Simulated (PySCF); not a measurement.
Stepwise substitution at one centre (Ga CH3-NH2). All species are isolated molecules in the gas phase. One relaxed conformer stands for each flexible species; it need not be the lowest. Strings in code marks are SMILES.

Quantity: redistribution energy (mixed species minus the weighted end members), in kcal/mol.

Level 1: PBE-D3(BJ)/def2-TZVP // B3LYP-D3(BJ)/def2-TZVP (PySCF)
Level 2: BP86/6-31G* // B3LYP-D3(BJ)/def2-TZVP (PySCF)
Level 3: M06-2X/6-31G* // B3LYP-D3(BJ)/def2-TZVP (PySCF)
Level 4: HF/6-31G* // B3LYP-D3(BJ)/def2-TZVP (PySCF)

```csv
species,level 1,level 2,level 3,level 4
2 of 3 CH3 replaced by NH2: `[CH3][Ga]([NH2])[NH2]`,-3.37,-3.74,-3.65,-3.04
1 of 3 CH3 replaced by NH2: `[CH3][Ga]([CH3])[NH2]`,-4.26,-5.09,-4.53,-3.51
```
